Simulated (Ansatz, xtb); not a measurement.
Pulling on the Bi1–Cl2 bond in BiCl3 (SMILES [Cl][Bi]([Cl])[Cl]) (multiplicity 1 held, fragments rigid). Energies count from the point at 2.450 Å.
Geometry at that point (charge 0, multiplicity 1):
```xyz
4

Bi     0.00035     0.00076     0.45198
Cl    -1.86864    -1.05227    -0.73238
Cl     0.02324     2.14208    -0.73918
Cl     1.84369    -1.09351    -0.73517
```

R- and RO- levels are restricted; in cc, def2 and unpolarised 6-31G sets they are followed outwards from rest. U- levels take the lowest unrestricted solution at each point, which mixes spins at long bonds. Curves can end on different states.

Programs: Ansatz (a quantum-chemistry and plane-wave program); xtb for the GFN methods. Each number belongs to the level named beside it. In def2 rows elements past Kr take small-core potentials, without spin–orbit coupling. The GFN methods have no spin term and hold the electronic entropy of 300 K.

Energies in eV.

| R (Å) | GFN2-xTB | U-r2SCAN/def2-TZVPP | R-B3LYP/def2-TZVPP | U-B3LYP/def2-TZVPP |
|---|---|---|---|---|
| 1.960 | 2.58 | 2.84 | 3.00 | 3.00 |
| 2.205 | 0.46 | 0.44 | 0.51 | 0.51 |
| 2.450 | 0.00 | 0.00 | 0.00 | 0.00 |
| 2.695 | 0.18 | 0.30 | 0.24 | 0.24 |
| 2.941 | 0.64 | 0.83 | 0.74 | 0.74 |
| 3.308 | 1.45 | 1.65 | 1.52 | 1.52 |
| 3.676 | 2.08 | 2.31 | 2.19 | 2.16 |
| 4.288 | 2.62 | 2.84 | 2.94 | 2.69 |
| 4.901 | 2.77 | 3.07 | 3.38 | 2.92 |
| 5.636 | 2.83 | 3.17 | 3.65 | 3.03 |
| 6.616 | 2.88 | 3.22 | 3.83 | 3.09 |
| 7.841 | 2.92 | 3.25 | 3.94 | 3.11 |

Doubts at one or more of the structures used: a spin-contaminated determinant (U-r2SCAN/def2-TZVPP, U-B3LYP/def2-TZVPP); a restricted determinant that unrestricted orbitals would lower (R-B3LYP/def2-TZVPP).
